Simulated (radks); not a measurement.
Initial-state core-level shifts of the hafnium ion Hf+ when its valence configuration changes from [Xe] 4f14 5d1 6s2. Calculated with a radial shooting solver on a logarithmic mesh with Libxc functionals: scalar-relativistic Kohn-Sham, LDA (Slater exchange, Perdew-Wang correlation), spin-polarised, spherical densities, finite nucleus; open shells are filled with parallel spins first (spin-orbit coupling, left out, can overturn this in heavy ions); Fermi nuclear charge, rms radius 5.347 fm. Shifts are changes of the shell-averaged eigenvalues in eV (positive: less bound); the change of the density at the nucleus, which sets a Mossbauer isomer shift, is in e/bohr^3, on a base of 1.277e+06.

valence                    3s       3d       4s       4p  density at nucleus
4f14 5d0.5 6s2 6p0.5   -2.064   -2.072   -2.070   -2.074               +12.6
4f12 5d1 6s2 6p2      -30.957  -30.716  -29.244  -28.720              +208.1
4f14 5d1 6s1 6p1       -1.349   -1.349   -1.355   -1.356               -70.7
4f14 6s2 6p1           -4.180   -4.198   -4.191   -4.199               +26.2
4f13.5 5d1 6s2 6p0.5   -7.211   -7.156   -6.900   -6.790               +47.6
4f12 5d3 6s2          -21.612  -21.329  -19.943  -19.414              +144.8
4f14 5d2 6s1           +2.472   +2.485   +2.480   +2.486               -82.4
4f11 5d3 6s2 6p1      -38.414  -37.983  -35.439  -34.574              +255.9
4f12.5 5d2 6s2 6p0.5  -18.134  -17.937  -16.984  -16.608              +121.0
